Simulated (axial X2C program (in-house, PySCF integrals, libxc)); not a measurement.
**Bond lengths and stretching modes, held linear, of SSeS**

Calculated with an in-house all-electron X2C program for linear molecules (integrals from PySCF): two-component X2C with atomic mean-field Coulomb and Gaunt terms, Gaussian nuclei, basis S dyall-av3z, Se dyall-v3z with contracted cores. Spin-free rows use the one-electron spin-free X2C Hamiltonian.

Masses S 31.972, Se 79.917, S 31.972 u. States: 2c Ω = 2 (beyond evenly filled blocks: ω = 1/2, ω = 3/2); spin-free M_S = 1, Λ = 1 (beyond evenly filled blocks: σα, π+α).

r2SCAN, spin-free: energies above the lowest point

```csv
r(S–Se) (Å),r(Se–S) (Å),E (meV)
2.0758,2.0758,87.77
2.0758,2.1290,37.05
2.0758,2.1822,27.19
2.1290,2.0758,37.05
2.1290,2.1290,0.00
2.1290,2.1822,3.48
2.1290,2.2355,36.58
2.1822,2.0758,27.19
2.1822,2.1290,3.48
2.1822,2.1822,20.14
2.2355,2.1290,36.58
2.2355,2.2355,124.72
```

**Question.** Fit a quadratic surface with cubic terms in each bond: where is the minimum, and what are the two stretching wavenumbers?

**Answer.** At r2SCAN, spin-free: bonds 2.144 and 2.144 Å; harmonic stretches 361.2 and 388.9 cm⁻¹; force constants 2.11, 2.11 and coupling 0.74 mdyn/Å.

The other levels and Hamiltonians give:

```csv
Hamiltonian,level,r(S–Se) (Å),r(Se–S) (Å),lower stretch (cm⁻¹),upper stretch (cm⁻¹)
2c,PBE0,2.128,2.128,363.7,403.4
2c,r2SCAN,2.145,2.145,360.9,388.3
spin-free,PBE0,2.127,2.127,363.3,406.8
```

Each state is one determinant, the lowest of a limited PBE0 search; the stretches come from a fit to these few points and carry an uncertainty of a few per cent. Other orders of the atoms were not compared. Left out for rough or failed fits: HF 2c, MP2 2c, HF spin-free, MP2 spin-free. The molecule was held linear; bending was not examined, so a bent shape may lie lower. Open-shell Ω = 0 determinants with evenly filled partner blocks cannot be reached by this program, so the Ω shown need not be the lowest component. Note: functional without a current term on a determinant with orbital currents, of the molecule or an atom. Note: several unpaired electrons, one determinant need not be a pure state.
